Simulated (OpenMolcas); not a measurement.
**SiNH4ClO (SMILES N[SiH](O)Cl): methods side by side**

SiNH4ClO has 8 atoms, charge 0, and is taken as a singlet. As SMILES, `N[SiH](O)Cl`. Geometry: relaxed at PBE0-D4/def2-TZVP. This is one conformer, not always the lowest.

Quantity: the HOMO–LUMO gap, in eV. The values are calculated.

```tsv
level	kind	program	value (eV)
HF/6-31G* (spherical functions)	Hartree–Fock	OpenMolcas	16.36
BLYP/6-31G* (spherical functions)	GGA	OpenMolcas	6.63
revPBE/6-31G* (spherical functions)	GGA	OpenMolcas	6.81
r2SCAN/6-31G* (spherical functions)	meta-GGA	OpenMolcas	7.74
B3LYP/6-31G* (spherical functions)	global hybrid	OpenMolcas	8.65
M06-2X/6-31G* (spherical functions)	hybrid meta-GGA	OpenMolcas	11.51
PBE0/6-31G* (spherical functions)	global hybrid	OpenMolcas	9.27
B2PLYP/6-31G* (spherical functions)	double hybrid	OpenMolcas	11.84
```

The values span 6.63 to 16.36 eV. Orbital gaps aren't excitation energies, and those of double hybrids come from the SCF part alone; they tend to grow with the share of exact exchange.
